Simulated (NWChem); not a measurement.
System meant: CH4ClFOSi; SMILES [Si@@](O)(Cl)(C)F

Here is an NWChem input.

```
start job
memory heap 200 mb stack 900 mb global 1100 mb
geometry units angstroms noautosym nocenter noautoz
  C      1.588933     1.198519     0.202643
  Si    -0.042022     0.374670    -0.004367
  O     -0.763078     0.912220    -1.376785
  F     -0.998968     0.684470     1.264430
  Cl     0.134429    -1.678863    -0.050721
  H      2.247219     0.967243    -0.647378
  H      2.078168     0.858453     1.126882
  H      1.457850     2.289927     0.255617
  H     -1.592203     0.504986    -1.645859
end
basis spherical
  * library def2-svp
end
dft
  xc m06-l
  iterations 150
end
property
  shielding
end
task dft property
```

End of the output:

```
 Vector   32  Occ=0.000000D+00  E= 6.379047D-02
              MO Center=  5.4D-01,  5.7D-01, -6.1D-02, r^2= 3.8D+00
   Bfn.  Coefficient  Atom+Function         Bfn.  Coefficient  Atom+Function
  ----- ------------  ---------------      ----- ------------  ---------------
    80      0.782537  6 H  s                 27      0.632924  2 Si pz
    25     -0.440651  2 Si px                90     -0.394459  8 H  s
    49     -0.363963  4 F  s                 26      0.314111  2 Si py
    24      0.264188  2 Si pz                79      0.247037  6 H  s
     7     -0.244445  1 C  px                 9      0.232155  1 C  pz

 center of mass
 --------------
 x =  -0.07242435 y =  -0.02639816 z =   0.02683803

 moments of inertia (a.u.)
 ------------------
         767.403296429239          11.151690086254          -1.464075039759
          11.151690086254         496.284693821913          -8.281706241576
          -1.464075039759          -8.281706241576         794.081456383498

     Multipole analysis of the density
     ---------------------------------

     L   x y z        total         alpha         beta         nuclear
     -   - - -        -----         -----         ----         -------
     0   0 0 0     -0.000000    -29.000000    -29.000000     58.000000

     1   1 0 0      0.156486     -0.230048     -0.230048      0.616582
     1   0 1 0      0.291224     -1.719946     -1.719946      3.731117
     1   0 0 1     -0.351555      0.062975      0.062975     -0.477505

     2   2 0 0    -28.299172    -91.193746    -91.193746    154.088319
     2   1 1 0      1.476341     -3.080006     -3.080006      7.636352
     2   1 0 1      2.959868     -3.404291     -3.404291      9.768451
     2   0 2 0    -32.907612   -153.126976   -153.126976    273.346340
     2   0 1 1      0.599397     -0.984239     -0.984239      2.567876
     2   0 0 2    -32.138602    -77.325346    -77.325346    122.512090

          -----------------------------------------
          Chemical Shielding Tensors (GIAO, in ppm)
          -----------------------------------------

 ------------------------------------------------------------------------
  xm06: d2 not coded                    0
 ------------------------------------------------------------------------
 ------------------------------------------------------------------------
  current input line :
    24: task dft property
 ------------------------------------------------------------------------
 ------------------------------------------------------------------------
 This error has not yet been assigned to a category
 ------------------------------------------------------------------------
 For more information see the NWChem manual at https://nwchemgit.github.io

0: xm06: d2 not coded:Received an Error in Communication
```

Task: Can this run be used? If not, why, and what is the fix?

Result: The program stopped with an error. Cause: this functional's second derivatives, which shieldings need, aren't coded here; the fix takes a hybrid GGA instead. This input runs:
```
start job
memory heap 200 mb stack 900 mb global 1100 mb
geometry units angstroms noautosym nocenter noautoz
  C      1.588933     1.198519     0.202643
  Si    -0.042022     0.374670    -0.004367
  O     -0.763078     0.912220    -1.376785
  F     -0.998968     0.684470     1.264430
  Cl     0.134429    -1.678863    -0.050721
  H      2.247219     0.967243    -0.647378
  H      2.078168     0.858453     1.126882
  H      1.457850     2.289927     0.255617
  H     -1.592203     0.504986    -1.645859
end
basis spherical
  C library def2-svp
  Si library def2-svp
  O library def2-svp
  F library def2-svp
  Cl library def2-svp
  H library def2-svp
end
dft
  xc pbe0
  iterations 150
end
property
  shielding
end
task dft property
```
It converges to -964.55607 Ha (PBE0/def2-SVP, GIAO).
